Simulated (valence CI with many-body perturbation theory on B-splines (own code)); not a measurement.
# E1 line list for Ni XIV

Computed by valence CI with perturbative core correlation (CI+MBPT): five valence electrons over a frozen Dirac-Fock core [Ne], a basis of 11 s, 11 p, 10 d, 8 f, 5 g, 2 h functions for each j, with the one-electron correlation potential Σ1 (screened to all orders), the two-electron term Σ2, the three-electron term Σ3, Breit, model QED; selected single and double excitations, second order for the rest, scaled by the run's own slope (own B-spline code, finite nucleus).

No measured levels were compared; by estimate levels of excited configurations hold to 0.05 to 0.15 % of their energy, terms of the ground configuration to about 0.5 %. Among the levels kept, up to 3200 cm⁻¹ of a level comes from second order outside the variational space, and about a tenth of that is noise between levels of different J, which matters for small intervals.

Lines 151 to 200 of 570 in falling wavelength, among levels below 1225600 cm⁻¹, chosen from the strongest by gf and those to the six lowest levels. Wavelengths and rates use the calculated energies, so an error of 200 cm⁻¹ moves a line at 22.83 nm by 0.046 % and its rate by three times that or more. Electric multipoles are in the length gauge, E1 and E2 with the static RPA response of the core. Weak lines are less certain than strong ones. Lines between different terms over intervals too small for the method are left out, as are lines whose strength nearly cancels. The highest levels of a list are the least certain.

Names give the largest LS component (configuration and term), which can be under half, so a name can repeat, a term be missing and a line seem to break the LS rules; names also repeat where a configuration has a term twice. Letters in brackets count levels of one name in rising energy.

```
λ vac (nm)                   Upper                  Lower   A (s⁻¹)  S (a.u.)
     22.83   3s 3p3 3d 2D°_3/2 [e]  3s2 3p2 3d 2D_5/2 [c]  1.27e+10  2.99e-01
     22.82   3s 3p3 3d 2G°_7/2 [b]  3s2 3p2 3d 2F_5/2 [a]  3.75e+09  1.76e-01
     22.81  3s2 3p 3d2 4P°_5/2 [b]  3s2 3p2 3d 2F_7/2 [b]  4.75e+09  1.67e-01
     22.76       3s2 3p2 3d 4F_3/2        3s2 3p3 2D°_3/2  3.51e+08  8.18e-03
     22.66           3p4 3d 4F_5/2  3s 3p3 3d 4D°_3/2 [a]  3.48e+09  1.20e-01
     22.64   3s 3p3 3d 4D°_3/2 [c]      3s2 3p2 3d 4F_5/2  5.61e+09  1.29e-01
     22.60   3s 3p3 3d 2G°_9/2 [b]  3s2 3p2 3d 2F_7/2 [a]  5.00e+09  2.85e-01
     22.51   3s 3p3 3d 2F°_5/2 [b]  3s2 3p2 3d 2F_5/2 [a]  5.36e+09  1.81e-01
     22.49  3s2 3p 3d2 2F°_5/2 [a]  3s2 3p2 3d 2D_3/2 [b]  2.39e+09  8.06e-02
     22.48   3s 3p3 3d 4D°_1/2 [c]      3s2 3p2 3d 4F_3/2  5.78e+09  6.48e-02
     22.46       3s2 3p2 3d 4F_5/2        3s2 3p3 2D°_3/2  4.13e+07  1.39e-03
     22.42       3s2 3p2 3d 4F_7/2        3s2 3p3 2D°_5/2  4.61e+07  2.05e-03
     22.41   3s 3p3 3d 2F°_7/2 [b]  3s2 3p2 3d 2F_7/2 [a]  2.26e+09  1.01e-01
     22.39   3s 3p3 3d 4D°_5/2 [d]      3s2 3p2 3d 4D_7/2  2.51e+09  8.33e-02
     22.34   3s 3p3 3d 4D°_7/2 [d]      3s2 3p2 3d 4D_7/2  9.47e+09  4.17e-01
     22.32   3s2 3p2 3d 2P_3/2 [a]        3s2 3p3 4S°_3/2  8.83e+07  1.94e-03
     22.22  3s2 3p 3d2 2D°_3/2 [a]  3s2 3p2 3d 2P_1/2 [b]  1.36e+10  2.94e-01
     22.18   3s 3p3 3d 2P°_1/2 [c]  3s2 3p2 3d 2D_3/2 [b]  6.90e+09  7.43e-02
     22.09   3s 3p3 3d 2D°_3/2 [b]      3s 3p4 2S_1/2 [b]  3.84e+09  8.18e-02
     22.09   3s 3p3 3d 2F°_7/2 [b]  3s2 3p2 3d 2F_5/2 [a]  6.05e+09  2.57e-01
     22.07       3s 3p4 2S_1/2 [a]        3s2 3p3 4S°_3/2  1.64e+08  1.74e-03
     22.00  3s2 3p 3d2 2G°_9/2 [a]  3s2 3p2 3d 2F_7/2 [b]  7.10e+09  3.73e-01
     21.97  3s2 3p 3d2 2G°_7/2 [a]  3s2 3p2 3d 2F_5/2 [b]  8.56e+09  3.58e-01
     21.86   3s 3p3 3d 2P°_3/2 [c]  3s2 3p2 3d 2P_3/2 [b]  8.79e+09  1.81e-01
     21.85   3s2 3p2 3d 2F_7/2 [a]        3s2 3p3 2D°_5/2  5.50e+07  2.26e-03
     21.82   3s 3p3 3d 2D°_5/2 [d]      3s2 3p2 3d 2G_7/2  6.04e+09  1.86e-01
     21.76       3s2 3p2 3d 4D_3/2        3s2 3p3 2D°_5/2  7.58e+08  1.54e-02
     21.75   3s 3p3 3d 2F°_5/2 [c]  3s2 3p2 3d 2P_3/2 [b]  2.41e+09  7.33e-02
     21.72   3s 3p3 3d 4D°_3/2 [d]      3s2 3p2 3d 4D_5/2  3.18e+09  6.43e-02
     21.70   3s 3p3 3d 4D°_5/2 [d]      3s2 3p2 3d 4D_5/2  6.39e+09  1.93e-01
     21.65   3s 3p3 3d 4D°_7/2 [d]      3s2 3p2 3d 4D_5/2  2.95e+09  1.18e-01
     21.64  3s2 3p 3d2 4P°_5/2 [a]  3s2 3p2 3d 2D_5/2 [b]  1.13e+10  3.40e-01
     21.62   3s 3p3 3d 2D°_5/2 [e]  3s2 3p2 3d 2F_7/2 [b]  1.78e+10  5.34e-01
     21.60   3s 3p3 3d 2F°_7/2 [d]      3s2 3p2 3d 2G_9/2  3.49e+10  1.39e+00
     21.53   3s 3p3 3d 2D°_5/2 [e]  3s2 3p2 3d 2P_3/2 [c]  2.32e+10  6.84e-01
     21.47   3s 3p3 3d 2F°_5/2 [c]      3s2 3p2 3d 2G_7/2  2.64e+10  7.75e-01
     21.46   3s 3p3 3d 4D°_5/2 [a]          3s 3p4 4P_5/2  1.34e+08  3.92e-03
     21.46       3s2 3p2 3d 4D_1/2        3s2 3p3 2D°_3/2  8.49e+08  8.29e-03
     21.46       3s2 3p2 3d 4D_5/2        3s2 3p3 2D°_5/2  2.15e+08  6.28e-03
     21.45  3s2 3p 3d2 2D°_3/2 [a]  3s2 3p2 3d 2D_3/2 [b]  2.41e+10  4.70e-01
     21.43  3s2 3p 3d2 4P°_5/2 [b]  3s2 3p2 3d 2D_5/2 [b]  6.44e+09  1.88e-01
     21.41   3s 3p3 3d 4D°_3/2 [d]      3s2 3p2 3d 4D_3/2  3.98e+09  7.72e-02
     21.41   3s 3p3 3d 2D°_3/2 [c]      3s2 3p2 3d 4D_5/2  8.52e+09  1.65e-01
     21.40   3s 3p3 3d 4D°_3/2 [a]          3s 3p4 4P_5/2  4.54e+07  8.79e-04
     21.39   3s 3p3 3d 4D°_5/2 [d]      3s2 3p2 3d 4D_3/2  4.33e+09  1.25e-01
     21.38   3s 3p3 3d 4D°_7/2 [a]          3s 3p4 4P_5/2  3.95e+07  1.52e-03
     21.32   3s 3p3 3d 4D°_1/2 [d]      3s2 3p2 3d 4D_3/2  1.41e+10  1.35e-01
     21.31   3s 3p3 3d 4D°_5/2 [d]  3s2 3p2 3d 2F_7/2 [a]  8.82e+09  2.53e-01
     21.27   3s 3p3 3d 4D°_7/2 [d]  3s2 3p2 3d 2F_7/2 [a]  6.23e+09  2.36e-01
     21.26   3s 3p3 3d 2D°_5/2 [e]  3s2 3p2 3d 2F_5/2 [b]  5.67e+09  1.61e-01
```
